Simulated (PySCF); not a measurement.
**How methods differ on the ionisation energy of I⁴⁸⁺**

I⁴⁸⁺ [He] 2s2 2p1 [2p1/2^1, M_J = 1/2] → I⁴⁹⁺ [He] 2s2, as a difference of total energies. All numbers are calculated (PySCF 2.14, the two-component X2C-1e Hamiltonian, in an even-tempered Gaussian basis (17 s from 27 bohr⁻², ratio 2.4; 12 p from 36 bohr⁻², ratio 2.4; 5 d from 120 bohr⁻², ratio 2.6; 4 f from 170 bohr⁻², ratio 2.6)). Correlated levels: nothing frozen; the 32 highest virtual spinors dropped. "Screened" scales the spin-orbit matrix elements by Boettger's factors to mimic the two-electron term; Breit and QED terms are absent.

```json
{"method": "GHF (spin-free)", "ionisation energy (eV)": "8641.5", "difference from reference (eV)": "-225.5"}
{"method": "GMP2 (spin-free)", "ionisation energy (eV)": "8640.8", "difference from reference (eV)": "-226.2"}
{"method": "GHF (screened spin-orbit)", "ionisation energy (eV)": "8874.1", "difference from reference (eV)": "+7.1"}
{"method": "GMP2 (screened spin-orbit)", "ionisation energy (eV)": "8872.3", "difference from reference (eV)": "+5.3"}
```

Reference: 8867 ± 4 eV (theoretical estimate listed by NIST; NIST Atomic Spectra Database, ionization energies).

For this ion Breit and QED terms and the two-electron picture change, all absent here, outweigh the correlation shift from GHF to GMP2.

The spin-free rows lack the spin-orbit shift.
